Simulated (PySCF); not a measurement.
**Radial density of Ag⁻ (silver, charge -1)**

UHF, [Kr] 4d10 5s2, closed-shell 1S. Calculation: PySCF 2.14, in aug-cc-pwCVTZ-PP with ECP28MDF; scalar relativity through the core potential. This is the valence pseudo-density: the core potential removes the inner electrons and smooths the orbitals near the nucleus.

```tsv
r (bohr)	4πr²ρ (e/bohr)
0.0180	1.382e-05
0.0304	3.465e-05
0.0511	8.213e-05
0.0859	0.0003409
0.144	0.003671
0.243	0.05860
0.409	1.367
0.687	13.74
1.16	14.89
1.94	3.565
3.27	0.7453
5.50	0.2419
9.26	0.05179
15.6	0.001005
```

Energies and moments cover only the electrons outside the core potential.
